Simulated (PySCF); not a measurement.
SiCl2Br2, SMILES Cl[Si](Cl)(Br)Br. Geometry optimised at PBE0-D3(BJ)/def2-SVP.

Question: Give the equilibrium geometry at PBE0-D3(BJ)/def2-SVP (PySCF confirms it by a frequency run) as Cartesian coordinates in Å, and its point group. (Estimate from the structure and the level; the computed values follow.)

Answer: point group C2v.
```xyz
5

Cl     0.0000    -1.6605     1.5922
Si     0.0000     0.0000     0.4059
Cl     0.0000     1.6605     1.5922
Br     1.7978     0.0000    -0.8545
Br    -1.7978     0.0000    -0.8545
```
Charge 0, spin multiplicity 1.
